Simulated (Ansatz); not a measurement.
A run for Ansatz (an electronic-structure program): R-B3LYP/def2-TZVPP on C2H7Ga (SMILES [CH3][GaH][CH3]), a point of a torsion scan.

Ansatz 0.2 input:
```yaml
crystal:
  periodic: [false, false, false]
  atoms:
    - {symbol: C, position_ang: [1.78894312, 0.28371404, 0.19845747]}
    - {symbol: Ga, position_ang: [0.19195666, -0.55913092, -0.73600192]}
    - {symbol: C, position_ang: [-1.20117234, -1.74691197, 0.14650187]}
    - {symbol: H, position_ang: [2.60058539, -0.44100297, 0.31434084]}
    - {symbol: H, position_ang: [2.18614537, 1.14070792, -0.35248195]}
    - {symbol: H, position_ang: [1.51081816, 0.61986822, 1.20236271]}
    - {symbol: H, position_ang: [0.01939111, -0.28193402, -2.29777867]}
    - {symbol: H, position_ang: [-1.25615016, -2.72880507, -0.33262583]}
    - {symbol: H, position_ang: [-2.20068655, -1.30557930, 0.08978182]}
    - {symbol: H, position_ang: [-0.96093270, -1.90033656, 1.20348801]}
basis:
  gaussian:
    orbitals: def2-TZVPP
hamiltonian:
  xc: {name: B3LYP}
scf: {lower_state_search: off}
```

It printed:

```
WARN ansatz: RAYON_NUM_THREADS=1 ignored (pool sized by the plan → 1); use --threads N
Functional definition: B3LYP
these checks for a lower state are left out or cut short: stability, starts, cluster_reference, orbital_swaps, neighbouring_geometries, increment
integrals: 0.11 GiB planned
1176 factors; their error is unknown
mean field: 1.03 GiB planned
mean field evaluation 1: about -54554.5416 eV, gradient 8.1e1 eV
mean field evaluation 2: about -54543.0745 eV, gradient 1.0e2 eV
mean field evaluation 4: about -54568.5041 eV, gradient 5.4e0 eV
mean field evaluation 8: about -54568.5431 eV, gradient 2.6e-2 eV
mean field evaluation 16: about -54568.6800 eV, gradient 1.5e-5 eV
mean field -54568.67995136 eV, -2005.3620002327 hartree, gradient 3.2e-6 eV, S^2 0.000000; 0 other end points of the search recorded, 0 dependent functions left out
reference -54568.68023863 eV, -2005.3620107897 hartree; 25, 25 occupied and 183, 183 virtual orbitals, 1176 factors
Total energy: -54568.68023863 eV, -2005.3620107897 hartree
Checks for a lower state left out: stability, starts, cluster_reference, orbital_swaps, neighbouring_geometries, increment
```

Self-consistency was reached.

Cost: very roughly 2.4 core-seconds.
